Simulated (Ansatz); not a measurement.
One change: `CCB(N)O` becomes `NB(O)CF`.

Ansatz, PBE0-D4/def2-TZVP geometries, multiplicity 1. Each molecule was computed in one conformer, which needn't be the lowest.

```json
{"property": "HOMO energy (PBE/def2-TZVPP) / eV", "`CCB(N)O`": "-6.29"}
{"property": "HOMO–LUMO gap (ωB97M-V/def2-TZVPP) / eV", "`CCB(N)O`": "12.13"}
{"property": "LUMO energy (ωB97M-V/def2-TZVPP) / eV", "`CCB(N)O`": "1.95"}
{"property": "size of the dipole moment (ωB97M-V/def2-TZVPP) / D", "`CCB(N)O`": "2.54"}
{"property": "LUMO energy (PBE/def2-TZVPP) / eV", "`CCB(N)O`": "-0.17"}
{"property": "size of the dipole moment (B3LYP/def2-TZVPP) / D", "`CCB(N)O`": "2.53"}
```

(1) Give the same properties after the change, and the shifts. (Best estimate.)

Results:

(1) The calculation gave: 
| property | `NB(O)CF` | shift |
| --- | --- | --- |
| HOMO energy (PBE/def2-TZVPP) / eV | -6.54 | -0.25 |
| HOMO–LUMO gap (ωB97M-V/def2-TZVPP) / eV | 12.34 | 0.21 |
| LUMO energy (ωB97M-V/def2-TZVPP) / eV | 1.90 | -0.05 |
| size of the dipole moment (ωB97M-V/def2-TZVPP) / D | 2.67 | 0.13 |
| LUMO energy (PBE/def2-TZVPP) / eV | -0.21 | -0.04 |
| size of the dipole moment (B3LYP/def2-TZVPP) / D | 2.66 | 0.13 |

Dipoles are sizes alone; their direction can turn.

B3LYP here is the variant with VWN-RPA as its local correlation; programs differ in this.
